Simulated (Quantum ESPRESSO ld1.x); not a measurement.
The numbers below are computed, except where a source is named.
Neutral rubidium, configuration [Kr] 5s1 (the NIST ground configuration).

Level of theory: scalar-relativistic Kohn-Sham, LDA (Slater exchange, Perdew-Wang correlation), spin-unpolarised, spherical densities, point nucleus (ld1.x of Quantum ESPRESSO 7.5).

Energy parts (eV):
total: -81025.88
kinetic: 82956.58
electron-nucleus: -195372.39
Hartree: 34031.14
exchange-correlation: -2641.21

Orbitals (lengths in bohr, moments of r in powers of bohr):
1s: occ. 2; eigenvalue (eV) -15010.1; <1/r> 37.83; <r^2> 0.002192
2s: occ. 2; eigenvalue (eV) -2005.47; <1/r> 8.420; <r^2> 0.03739
2p: occ. 6; eigenvalue (eV) -1779.44; <1/r> 8.235; <r^2> 0.02947
3s: occ. 2; eigenvalue (eV) -296.995; <1/r> 2.804; <r^2> 0.3008
3p: occ. 6; eigenvalue (eV) -224.515; <1/r> 2.653; <r^2> 0.3156
3d: occ. 10; eigenvalue (eV) -104.210; <1/r> 2.390; <r^2> 0.3388
4s: occ. 2; eigenvalue (eV) -31.9704; <1/r> 0.9245; <r^2> 2.412
4p: occ. 6; eigenvalue (eV) -16.0328; <1/r> 0.7705; <r^2> 3.478
5s: occ. 1; eigenvalue (eV) -2.3629; <1/r> 0.2475; <r^2> 30.12

The highest occupied level is 5s at -2.363 eV. The density falls to 0.001 e/bohr^3 at r = 4.55 bohr.
